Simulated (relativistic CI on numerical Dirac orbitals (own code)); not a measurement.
**Ir VIII: calculation against measurement**

Method of calculation: Dirac-Coulomb-Breit CI, orbitals from a KLI potential per configuration, model QED (radiative potential, 1s self-energy scaled to tabulated hydrogen-like ionisation energies), unscaled Slater integrals (own radial code, finite nucleus).

CI space (outside the closed core [Kr] 4d10 4f14): 5s2.5p6.5d2, 5s2.5p6.5d.6s, 5s2.5p6.6s2, 5s2.5p6.5d.5f, 5s2.5p6.5d.6p, 5s2.5p5.5d3, 5s2.5p6.6s.6p, 5s2.5p6.5d.5g, 5s2.5p6.5f2, 5s2.5p6.5f.6s, 5s2.5p6.6p2, 5s2.5p6.5d.6d, 5s2.5p6.5d.7s, 5s2.5p6.5f.6p, 5s.5p6.5d3. Double excitations out of closed p, d and f shells are left out; levels of such configurations are missing from the list, as are those of other unlisted configurations, and high levels can miss mixing partners.

```tsv
Configuration	Term (tabulated)	J	Measured (cm⁻¹)	Computed	Error	Purity (%)
5s2.5p6.5d2	3F	2	0.0	0	0	88
5s2.5p6.5d2	3F	3	12672.0	11899	-773	100
5s2.5p6.5d2	3P	0	17254.0	18670	1416	91
5s2.5p6.5d2	3F	4	21615.0	21063	-552	85
5s2.5p6.5d2	3P	1	25221.0	25746	525	100
5s2.5p6.5d2	1G	4	36253.0	37254	1001	85
5s2.5p6.5d2	3P	2	38878.0	38631	-247	56
5s2.5p6.5d2	1S	0	65022.0	68108	3086	91
5s2.5p6.5d.6s	3D	1	169223.0	171620	2397	100
5s2.5p6.5d.6s	3D	2	171485.0	173936	2451	81
5s2.5p6.5d.6s	3D	3	184748.0	186402	1654	100
5s2.5p6.5d.6s	1D	2	190553.0	192987	2434	80
```

Measured levels from van het Hof, Joshi, Wyart and Sugar, J. Res. Natl. Inst. Stand. Technol. 100, 687 (1995); pairs were made by configuration, J and term (by order where the table uses no LS term), so strongly mixed levels may be paired wrongly.

Mean error by configuration (cm⁻¹): 5s2.5p6.5d2 637; 5s2.5p6.5d.6s 2234. Over the excited levels the mean absolute error is 1503 cm⁻¹ (11 of the 12 excited levels that our extract of the source holds in range could be paired, and the others can miss by more), and the median relative error of those above 1,000 cm⁻¹ is 2.1 %. Some levels of the ground configuration have no partner.
